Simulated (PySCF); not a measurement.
A structure optimised at PBE0-D3(BJ)/def2-TZVP, used in a PySCF frequency run:

```
C
H 1 1.0799
Cl 1 1.6900 2 117.67
Cl 1 1.6900 2 117.67 3 -154.85
```
Charge 0, spin multiplicity 2.

**Question.** Write its SMILES, formula and point group.

**Answer.** Cl[CH]Cl, CHCl₂, Cs

**Question.** What are its rotational constants (standard atomic weights)?

**Answer.** 47.921, 3.3374, 3.1248 GHz
